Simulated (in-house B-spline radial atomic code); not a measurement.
Ca⁸⁺: [Ne] 3s2

Level of theory: non-relativistic M06-2X, spin-polarised, spherical fractional occupations, point nucleus; calculated with a radial B-spline atomic code at the basis-set limit.

Effective charges: Z_r = [3n² - l(l+1)]/(2<r>) from the radius, Z_e = n√(-2ε) from the energy, and Slater's rules. Values are occupation-weighted means over spin.

```json
{"shell": "1s", "electrons": "2", "ε (eV)": "-4165.6", "<r> (bohr)": "0.07739", "Z_r": "19.38", "Z_e": "17.50", "Slater": "19.70"}
{"shell": "2s", "electrons": "2", "ε (eV)": "-593.79", "<r> (bohr)": "0.3622", "Z_r": "16.56", "Z_e": "13.21", "Slater": "15.85"}
{"shell": "2p", "electrons": "6", "ε (eV)": "-515.81", "<r> (bohr)": "0.3235", "Z_r": "15.46", "Z_e": "12.31", "Slater": "15.85"}
{"shell": "3s", "electrons": "2", "ε (eV)": "-182.7", "<r> (bohr)": "1.008", "Z_r": "13.39", "Z_e": "10.99", "Slater": "10.85"}
```

The least bound orbital is 3s at -182.7 eV, and it is also the most diffuse (<r> = 1.008 bohr).

The density falls to 0.001 bohr⁻³ at 2.096 bohr; Σ<r²> = 3.402 bohr² gives, by the non-relativistic formula and without the paramagnetism of open shells, a Langevin diamagnetic susceptibility of -2.694×10⁻⁶ cm³/mol.
